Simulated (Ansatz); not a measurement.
In₁₃Sb₁₄H₃₄, a nanocrystal cut from wurtzite InSb (hydrogen-capped). Total charge 0; doublet. Geometry PBE-D4/def2-SVP, that of the charge +1 singlet; atoms count from 1.

```xyz
61

Sb    3.024    3.875    1.176
In    0.335    4.098    2.324
Sb    0.627    2.398    4.633
Sb    3.882   -0.300    3.224
In    1.260   -0.412    4.533
Sb    1.433    4.023   -2.704
In    3.554    2.606   -1.359
In   -1.281    4.247   -1.615
Sb   -1.320    2.574    0.641
In   -4.073    2.783    1.761
Sb    2.444    0.014   -1.002
In    4.365   -1.354    0.583
In   -0.220    0.000    0.092
Sb   -0.512   -1.372    2.576
Sb   -4.599   -0.022    1.882
In   -3.188   -1.499    3.880
Sb    3.050   -3.854    1.163
In    0.415   -4.021    2.439
Sb   -2.737    2.710   -3.569
Sb    0.497    0.010   -5.030
In    2.667   -1.196   -3.563
In   -2.291   -0.083   -4.126
Sb   -2.206   -1.217   -1.557
In   -5.030   -1.340   -0.616
Sb    1.261   -3.690   -3.211
In   -1.517   -3.842   -2.284
Sb   -1.126   -5.124    0.267
H     3.748    5.432    1.112
H     4.145    3.219    2.301
H     0.079    5.771    2.714
H     1.502    3.190    5.881
H    -0.906    2.459    5.397
H     4.546    1.284    3.259
H     5.064   -0.997    4.257
H     1.495   -1.132    6.096
H     2.034    5.590   -3.065
H     1.421    3.472   -4.332
H     5.152    2.792   -2.007
H    -1.693    5.934   -1.604
H    -3.722    3.446    3.333
H    -4.892    3.538    0.422
H     6.019   -1.443    0.067
H    -6.195   -0.026    2.534
H    -2.886   -0.540    5.302
H    -3.506   -3.208    3.768
H     4.172   -4.807    2.047
H     3.127   -4.800   -0.270
H     0.567   -5.088    3.800
H    -2.966    3.604   -5.018
H    -4.365    2.779   -3.035
H     0.990    1.609   -5.424
H     0.594   -0.592   -6.635
H     4.205   -1.272   -4.363
H    -3.239   -0.694   -5.446
H    -5.790   -0.290   -1.779
H    -5.216   -3.061   -0.420
H     2.295   -4.719   -2.304
H     1.418   -4.558   -4.685
H    -2.390   -4.813   -3.429
H    -2.707   -5.287    0.908
H    -0.815   -6.803    0.078
```

In the def2 sets In, Sb take a core potential; there is no spin–orbit coupling. Single mean-field runs in def2-SVP are fitted with def2-universal-jkfit.

Q: Estimate the Mulliken populations of the heavy atoms from the PBE0/def2-SVP orbitals of Ansatz.

A: 
```csv
atom,charge (e),spin (α − β)
Sb1,-0.02,0.03
In2,0.20,0.02
Sb3,0.03,0.00
Sb4,-0.02,0.03
In5,0.20,0.02
Sb6,-0.02,0.03
In7,0.18,0.08
In8,0.20,0.02
Sb9,-0.26,0.03
In10,0.22,0.02
Sb11,-0.19,-0.05
In12,0.18,0.08
In13,0.07,0.17
Sb14,-0.26,0.03
Sb15,-0.16,0.00
In16,0.22,0.02
Sb17,-0.02,0.03
In18,0.20,0.02
Sb19,0.03,0.00
Sb20,-0.02,0.03
In21,0.18,0.08
In22,0.20,0.02
Sb23,-0.26,0.03
In24,0.22,0.02
Sb25,-0.02,0.03
In26,0.20,0.02
Sb27,0.03,0.00
```
Mulliken values depend strongly on the basis.

Q: Where does the spin sit?

A: Summed by element: Sb 0.18, In 0.59, H 0.23, of 1 unpaired in all. Largest on single atoms: In13 0.17, In7 0.08, In21 0.08.

Q: And the Mayer bond orders between heavy atoms (over 0.3)?

A: Sb1–In2 0.63 (2.93 Å); Sb1–In7 0.71 (2.88 Å); In2–Sb3 0.68 (2.88 Å); In2–Sb9 0.88 (2.81 Å); Sb3–In5 0.68 (2.88 Å); Sb4–In5 0.63 (2.93 Å); Sb4–In12 0.71 (2.88 Å); In5–Sb14 0.88 (2.81 Å); Sb6–In7 0.71 (2.88 Å); Sb6–In8 0.63 (2.93 Å); In7–Sb11 0.77 (2.84 Å); In8–Sb9 0.88 (2.81 Å); In8–Sb19 0.68 (2.88 Å); Sb9–In10 0.55 (2.98 Å); Sb9–In13 0.75 (2.85 Å); In10–Sb15 0.76 (2.86 Å); Sb11–In12 0.77 (2.84 Å); Sb11–In13 0.59 (2.88 Å); Sb11–In21 0.77 (2.84 Å); In12–Sb17 0.71 (2.88 Å); In13–Sb14 0.75 (2.85 Å); In13–Sb23 0.75 (2.85 Å); Sb14–In16 0.55 (2.98 Å); Sb14–In18 0.88 (2.81 Å); Sb15–In16 0.76 (2.86 Å); Sb15–In24 0.76 (2.86 Å); Sb17–In18 0.63 (2.93 Å); In18–Sb27 0.68 (2.88 Å); Sb19–In22 0.68 (2.88 Å); Sb20–In21 0.71 (2.88 Å); Sb20–In22 0.63 (2.93 Å); In21–Sb25 0.71 (2.88 Å); In22–Sb23 0.88 (2.81 Å); Sb23–In24 0.55 (2.98 Å); Sb23–In26 0.88 (2.81 Å); Sb25–In26 0.63 (2.93 Å); In26–Sb27 0.68 (2.88 Å).
